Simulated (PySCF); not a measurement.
**C₆ coefficients of unlike pairs at BLYP**

Calculated with PySCF 2.14 from the dipole response of each species, C₆(A,B) = (3/π) ∫ α_A(iu) α_B(iu) du, in atomic units, from isotropic polarisabilities. For ions this is the dispersion term alone; charge-induced terms of lower order in 1/R come first.

| species | configuration | basis | relativity | α (bohr³) | C₆ (like pair) |
| --- | --- | --- | --- | --- | --- |
| Li | [He] 2s1 (2S) | aug-cc-pVTZ with one added diffuse shell each of s, p, d, f type (6s5p4d3f) | none | 139.3 | 1089 |
| K | [Ar] 4s1 (2S) | dyall-av2z (17s13p2d) | none | 264.8 | 3382 |
| Ta⁺ | [Xe] 4f14 5d3 6s1 (5F) | def2-QZVPPD with the def2 core potential (60 electrons) (7s6p4d3f2g) | core potential | 40.12 | 342.9 |
| Ag³⁺ | [Kr] 4d8 (3F) | def2-TZVPPD with the def2 core potential (28 electrons) (6s4p3d2f1g) | core potential | 3.534 | 15.18 |

**Question.** Estimate C₆ for K with Li.

**Answer.** The integral gives 1912. The combination rule 2 C_A C_B / (C_A α_B/α_A + C_B α_A/α_B) gives 1914 and the geometric mean 1919.

No spin-orbit coupling is included.

The other pairs:

```json
{"pair": "Ag³⁺, K", "C₆": "99.65"}
{"pair": "Ag³⁺, Ta⁺", "C₆": "56.91"}
{"pair": "Ta⁺, Li", "C₆": "490.8"}
{"pair": "Ta⁺, K", "C₆": "855.8"}
{"pair": "Ag³⁺, Li", "C₆": "53.89"}
```
